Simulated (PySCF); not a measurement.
Molecule: C$_{2}$H$_{5}$GeO$_{2}$ (charge 0, doublet). It need not be the lowest isomer of its formula. SMILES: CC(=O)[O][GeH2]
Structure (B3LYP-D3(BJ)/def2-TZVP (Ansatz) minimum search):
```xyz
10

C     -2.7664    -0.1313    -0.0239
C     -1.3071    -0.1789     0.3345
O     -0.8705    -0.5210     1.4121
O     -0.5090     0.2005    -0.6692
Ge     1.2999     0.1540    -0.2620
H     -3.3663    -0.4482     0.8245
H     -3.0389     0.8829    -0.3186
H     -2.9551    -0.7798    -0.8804
H      1.6818    -1.3113     0.0603
H      1.5576     1.1525     0.8927
```
Charge 0, spin multiplicity 2.

Dispersion corrections to the total energy (kcal/mol) from the dftd3 and dftd4 libraries through PySCF: D3(BJ) without and D4 with the three-body term, each with the damping fitted for the functional named.

| functional | D3(BJ) | D4 |
|---|---|---|
| B2GP-PLYP | -3.12 | -1.97 |
| BLYP | -9.65 | -10.45 |
| HF | -36.48 | [?] |
| BP86 | -7.29 | -6.27 |
| B3LYP | [?] | -7.57 |
| TPSS | -5.67 | -6.35 |
| B2PLYP | -3.73 | [?] |

Q: What belongs in the gaps?

A: 
- HF, D4: -17.18
- B3LYP, D3(BJ): -7.90
- B2PLYP, D4: -3.27
